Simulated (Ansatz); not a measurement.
Molecule: CH8P3Si (charge -1, singlet). It need not be the lowest isomer of its formula. Whether it binds its extra electron was not tested at this geometry. SMILES: C[Si]([PH-])(P)P
Geometry from a B3LYP-D3(BJ)/def2-TZVP (Ansatz, a quantum-chemistry and plane-wave program) optimisation:
```xyz
13

C      2.0260     0.6380    -0.2939
Si     0.2979    -0.0853     0.0575
P      0.1380    -1.9709     1.1016
P     -0.7068    -0.1075    -2.0134
P     -0.7187     1.7219     1.1005
H      2.6006    -0.0605    -0.9068
H      1.9780     1.6034    -0.8064
H      2.5602     0.7704     0.6504
H      0.9674    -1.4825     2.1641
H     -0.2877    -1.4157    -2.3845
H     -1.9649    -0.5587    -1.5364
H     -2.0455     1.2442     0.9553
H     -0.8215     2.6133    -0.0095
```
Charge -1, spin multiplicity 1.

Parts of the frozen-core correlation energy in 6-31G (Ansatz, hartree). Frozen orbitals: 21; correlated occupied orbitals by spin: 16 and 16; virtual: 40 and 40. Spin-orbit coupling is left out. Non-relativistic.

```
term                             value
-------------------------  -----------
reference (HF)             -1353.46284
MP2 opposite-spin                  [?]
MP2 same-spin                      [?]
CCSD correlation                   [?]
(T)                           -0.00905
T1 diagnostic                    0.011
largest doubles amplitude        0.035
```

Problem. Some entries are withheld; supply them.

Solution. 
- MP2 opposite-spin, value: -0.26044
- MP2 same-spin, value: -0.06113
- CCSD correlation, value: -0.38552
